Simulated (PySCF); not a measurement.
Structure from 2D NMR

Compound of formula C4H9NO2Si2. Correlations simulated from computed shifts and the bond graph:

HSQC (one-bond C–H):
```tsv
δH	δC
12.52	254.9
8.60	173.5
8.59	173.5
6.48	142.2
6.12	143.0
5.93	142.2
```

COSY cross peaks (H two or three bonds apart, from the bond graph; peaks can be absent where the dihedral angle is near 90°):
```tsv
δH	δH
8.60	8.59
6.48	6.12
6.48	5.93
6.12	5.93
5.35	4.96
```

HMBC (two and three bonds, from the bond graph):
```tsv
δH	δC
12.52	143.0
6.48	143.0
6.12	254.9, 142.2
5.93	143.0
5.35	254.9, 173.5, 143.0
4.96	254.9, 173.5, 143.0
```

Level of theory: GFN2-xTB geometry, shielding tensors at PBE0/pcSseg-1 (GIAO), in PySCF 2.14.0 with density-fitted response routines (a single conformation, in vacuum, relativity neglected).

Shifts are taken against calculated references (same method and geometry level): 1H and 13C against TMS.

Exchangeable hydrogens are left out of these lists.

**Question.** Which molecule is this?

**Answer.** `InChI=1S/C4H9NO2Si2/c1-3-9(7,4-6)8-5-2/h3-4,7H,1-2,8H2/t9-/m0/s1`.

Atom-mapped SMILES (the numbers label the heavy atoms): `[CH2:1]=[CH:2][Si@@:3]([OH:4])([CH:5]=[O:6])[SiH2:7][N:8]=[CH2:9]`. Each H is labelled by its parent atom. Ha(C1) is cis to Si3; Ha(C9) is cis to Si7; Ha(Si7) is pro-R; Hb(Si7) is pro-S; Hb(C1) is trans to Si3; Hb(C9) is trans to Si7.

δC 254.9 is C5, a carbonyl carbon (δH 12.52). δC 173.5 is C9, a C=N carbon (δH 8.60, 8.59). δC 143.0 is C2, an alkene CH (δH 6.12). δC 142.2 is C1, a terminal =CH2 carbon (δH 5.93, 6.48). COSY links 8.60–8.59, 6.48–6.12, 6.48–5.93, 6.12–5.93, 5.35–4.96.

This is the structure that produced the data.

The OH or NH signal is concentration- and solvent-dependent in practice; the value given is the gas-phase one. Shifts are as computed. Against solution values, carbons near 30 ppm lie about +3 ppm off and those near 130 ppm about +5 ppm. Of 1309 compounds with measured shifts, 239 miss one by over three times the rms of a fit or turn the order of signals round; such compounds aren't used in these exercises.
